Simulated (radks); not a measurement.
Results of a calculation; reference values are marked as such.
Problem. These are the eigenvalues of the occupied orbitals of an atom or ion with whole-number occupations (Ry). Level of theory: scalar-relativistic Kohn-Sham, PBEsol, spin-unpolarised, spherical densities, finite nucleus; Fermi nuclear charge, rms radius of each element as measured or else 0.836 A^(1/3) + 0.57 fm (a radial shooting solver on a logarithmic mesh with Libxc functionals).

1s: -4951.095
2s: -853.3906
2p: -748.5143
3s: -198.1281
3p: -166.9228
3d: -130.4268
4s: -42.89962
4p: -32.61311
4d: -19.43361
5s: -7.62632
5p: -4.97573
4f: -4.79523
5d: -1.91192
6s: -1.62383

Which element is it, and in what charge state? The configuration may be excited.

Solution. Z = 73, tantalum, charge +2: Ta2+ in [Xe] 4f12 5d3 6s2. The list shows which subshells hold electrons but not how many an open one holds; the 1s level, -2475.5 hartree, gives Z - s = 70.4 by -(Z - s)^2/2, which with screening and relativity narrows Z to a few neighbours, and the depths of the outer levels then fix element, charge and occupations together.
